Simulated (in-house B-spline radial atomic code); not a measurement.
Radial electron density of Cr, [Ar] 3d5 4s1. Computed with a radial B-spline atomic code at the basis-set limit: scalar-relativistic (X2C) LDA VWN5, spin-polarised, spherical fractional occupations, Fermi nucleus of rms radius 3.6452 fm.

Columns: r (bohr), 4πr²n(r) (electrons per bohr), bar.

```
  0.0023   0.6965 #
 0.00282   0.9999 #
 0.00345    1.423 ##
 0.00422    2.011 ###
 0.00517     2.83 ####
 0.00634     3.95 ######
 0.00776    5.433 ########
 0.00951    7.381 ##########
  0.0116    9.787 ##############
  0.0143    12.88 ##################
  0.0175    16.34 #######################
  0.0214    20.06 ############################
  0.0262    23.69 #################################
  0.0321    26.71 ######################################
  0.0393    28.46 ########################################
  0.0482    28.51 ########################################
   0.059    26.87 ######################################
  0.0723    24.27 ##################################
  0.0886    22.21 ###############################
   0.109    22.28 ###############################
   0.133    24.93 ###################################
   0.163    28.94 #########################################
   0.199    31.31 ############################################
   0.244    29.47 #########################################
   0.299    23.21 #################################
   0.367     15.6 ######################
   0.449    10.99 ###############
    0.55    10.78 ###############
   0.674     12.7 ##################
   0.825    13.23 ###################
    1.01    11.05 ################
    1.24    7.413 ##########
    1.52    4.256 ######
    1.86    2.341 ###
    2.28    1.378 ##
    2.79   0.8846 #
    3.42   0.5483 #
    4.18   0.2962 
    5.12   0.1267 
    6.28  0.04004 
    7.69  0.00895 
    9.42 0.001314 
    11.5 0.0001238
```

On this grid the curve has 3 maxima, near 0.0482, 0.199, 0.825 bohr.

The 3d up radial function P(r) = rR(r), positive near the nucleus:

```tsv
r (bohr)	P
0.0214	0.0008072
0.0321	0.002485
0.0482	0.00741
0.0723	0.02093
0.109	0.05565
0.163	0.1316
0.244	0.2745
0.367	0.4894
0.55	0.7078
0.825	0.8068
1.24	0.7223
1.86	0.5256
2.79	0.3148
4.18	0.1472
6.28	0.04596
9.42	0.007828
```
Radii and densities under X2C are those of the two-component orbitals, without the picture-change correction, which makes inner s shells of heavy atoms about 5 % too small.
